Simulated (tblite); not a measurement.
Isomers of C6H4F2N (doublet state). Computed with GFN2-xTB (tblite): harmonic, unscaled wavenumbers at the GFN2-xTB geometry, gas phase. Errors from tens to a few hundred cm⁻¹ against measured bands are possible. One conformer each. Open shells enter through the occupations alone, without spin polarisation, and single modes of such species can be off by tens of per cent.

Electronic energies: GFN2-xTB at the same geometries; isomer energies are rough at this level and their order can be wrong.

```csv
SMILES,"electronic energy, lowest = 0 (kcal/mol)"
[NH]c1cc(F)ccc1F,0.0
Nc1[c]c(F)ccc1F,22.2
Nc1cc(F)[c]cc1F,22.5
Nc1cc(F)c[c]c1F,21.5
```

Task: How do GFN2-xTB zero-point energies change the relative energies?

Result: 
```
          SMILES  ZPE (kcal/mol)  of it from modes above 1550 cm⁻¹  electronic (kcal/mol)  with ZPE, lowest = 0 (kcal/mol)  lowest mode (cm⁻¹)  rings
[NH]c1cc(F)ccc1F            53.0                              20.4                    0.0                              0.0                 120      1
 Nc1cc(F)c[c]c1F            52.8                              21.2                   21.5                             21.3                 123      1
 Nc1[c]c(F)ccc1F            52.9                              21.2                   22.2                             22.1                 128      1
 Nc1cc(F)[c]cc1F            52.9                              23.4                   22.5                             22.4                 133      1
```

The zero-point energies span 0.2 kcal/mol, from `Nc1cc(F)c[c]c1F` to `[NH]c1cc(F)ccc1F`. The order is unchanged.
